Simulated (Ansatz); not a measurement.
**Worked example: C3H8Mg + C3H10BN → C3H9MgN + C3H9B**

Species: C3H8Mg `C[CH](C)[MgH]`, singlet; C3H10BN `CC(C)BN`, singlet; C3H9MgN `C[CH](C)[Mg][NH2]`, singlet; C3H9B `BC(C)C`, singlet. The partners trade H for NH2: Mg–H and B–NH2 bonds give way to Mg–NH2 and B–H.

Shapes, held fixed at every level: PBE0-D4/def2-TZVP. Flexible molecules stand in one conformer, not always the lowest. Programs: Ansatz 0.2.0. Electronic energies: no zero-point or thermal term.

At CCSD(T)/def2-TZVPP; 1 Eh = 2625.50 kJ/mol:

| species | energy (Eh) |
| --- | --- |
| C3H8Mg | -318.689967 |
| C3H10BN | -199.623798 |
| C3H9MgN | -374.007839 |
| C3H9B | -144.272965 |

**Question.** Work out ΔE of the reaction at this level.

**Answer.** 
1. Products less reactants: (-374.007839) + (-144.272965) − [(-318.689967) + (-199.623798)] = 0.032961 Eh = +86.5 kJ/mol.

Other levels give +81.3 (MP2/def2-TZVPP) to +107.8 kJ/mol (SPW92/def2-TZVPP). No measured value is set beside it here. Correlated rows may include outer-core shells of Mg, which these sets cover unevenly.
